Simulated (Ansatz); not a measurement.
Consider the silylene loss: `CCCO[SiH3]` → `CCCO` + `[SiH2]`.

Gas-phase electronic energies from Ansatz, PBE0-D4/def2-TZVP geometries. CCSD(T)/CBS adds triple-zeta CCSD(T) − MP2 to the extrapolated MP2 energy (def2 sets, frozen cores). This one scheme is used for every species. Functionals use def2-TZVPP. B3LYP here is the variant with VWN-RPA as its local correlation; programs differ in this. Each species was taken in one conformer, which may not be the lowest.

```tsv
level	ΔE (kcal/mol)
r2SCAN-D4	81.9
PBE0	76.6
B3LYP	74.1
MP2/def2-TZVPP	81.3
SCS-MP2/def2-TZVPP	79.2
SCS-MP2/def2-QZVPP	80.2
HF/CBS(def2)	77.1
MP2/CBS(def2)	82.8
```

**Question.** What does CCSD(T)/CBS give? (An estimate is asked.)

**Answer.** The calculation gave: +77.5 kcal/mol. The listed levels differ from it by 4.4, -0.9, -3.4, 3.8, 1.7, 2.7, -0.4, 5.3 kcal/mol.

Largest T1 diagnostic among the species: 0.014.

The D4 term adds +2.9 kcal/mol with B3LYP and +1.6 kcal/mol with PBE0; it sums over pairs of atoms, weighted by their polarisabilities, and B3LYP, whose exchange is more repulsive, gets the larger term. From PBE to PBE0 (25 % exact exchange), in def2-TZVPP and without D4, ΔE moves by +2.9 kcal/mol.
